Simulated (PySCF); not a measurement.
A structure optimised at PBE0-D3(BJ)/def2-SVP, used in a PySCF frequency run:

```
Zn
S 1 2.1724
C 2 1.8299 1 100.69
H 3 1.0988 2 112.26 1 62.08
H 3 1.0989 4 109.58 2 125.50
H 3 1.0990 4 108.02 5 117.44
S 1 2.1771 3 144.44 4 54.41
H 7 1.3529 1 92.60 3 92.35
```

Question: Write its SMILES and formula.

Answer: C[S][Zn][SH], CH₄S₂Zn

Question: What are its rotational constants (standard atomic weights)?

Answer: 12.733, 1.2254, 1.1350 GHz
